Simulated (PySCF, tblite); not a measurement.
Isomers of C5H12N2OSi. Method: GFN2-xTB as coded in tblite; computed harmonic values from a numerical Hessian at the method's own geometry, unscaled. Errors from tens to a few hundred cm⁻¹ against measured bands are possible. Modes of hydrogen on silicon can be 10 to 20 % off. One conformer each.

Electronic energies: PBE0/pcSseg-1 single points on the GFN2-xTB geometries (PySCF, gas phase).

```json
{"SMILES": "C/C=C\\[Si@H](NC)C(N)=O", "electronic energy, lowest = 0 (kJ/mol)": "58.5"}
{"SMILES": "C/C=C/[Si@@H](NC)NC=O", "electronic energy, lowest = 0 (kJ/mol)": "0.0"}
{"SMILES": "CO[C@H]1CN([SiH3])N=C1C", "electronic energy, lowest = 0 (kJ/mol)": "227.5"}
```

Q: How do GFN2-xTB zero-point energies change the relative energies?

A: 
```tsv
SMILES	ZPE (kJ/mol)	of it from modes above 1550 cm⁻¹	electronic (kJ/mol)	with ZPE, lowest = 0 (kJ/mol)	lowest mode (cm⁻¹)	rings
C/C=C/[Si@@H](NC)NC=O	436.8	235.7	0.0	0.0	38	0
C/C=C\[Si@H](NC)C(N)=O	435.2	238.7	58.5	56.9	24	0
CO[C@H]1CN([SiH3])N=C1C	428.2	209.9	227.5	219.0	49	1
```

The zero-point energies span 8.6 kJ/mol, from `CO[C@H]1CN([SiH3])N=C1C` to `C/C=C/[Si@@H](NC)NC=O`. The order is unchanged.

Q: And how do the electronic energies of GFN2-xTB itself compare?

A: `C/C=C/[Si@@H](NC)NC=O` 0.0; `C/C=C\[Si@H](NC)C(N)=O` 98.4; `CO[C@H]1CN([SiH3])N=C1C` 2.0 kJ/mol, lowest = 0. Against the energies above, taken from the same isomer `C/C=C/[Si@@H](NC)NC=O`, the largest difference is 225.5 kJ/mol.
